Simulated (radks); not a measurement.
All-electron atom: Ar4+ in [Ne] 3s2 3p1 4f1 (not the ground configuration). All-electron calculation, non-relativistic Kohn-Sham, TPSS, spin-polarised, spherical densities, point nucleus; open shells are filled with parallel spins first; meta-GGA in the generalised Kohn-Sham scheme. Program: a radial shooting solver on a logarithmic mesh with Libxc functionals.

X-ray form factor f0, the Fourier transform of the density (f0(0) = 14):

| sin(theta)/lambda (1/angstrom) | f0 (electrons) |
|---|---|
| 0.05 | 13.666 |
| 0.1 | 12.892 |
| 0.15 | 12.050 |
| 0.2 | 11.288 |
| 0.25 | 10.584 |
| 0.3 | 9.910 |
| 0.4 | 8.691 |
| 0.5 | 7.709 |
| 0.6 | 6.915 |
| 0.8 | 5.566 |
| 1 | 4.375 |
| 1.25 | 3.188 |
| 1.5 | 2.386 |
| 2 | 1.599 |
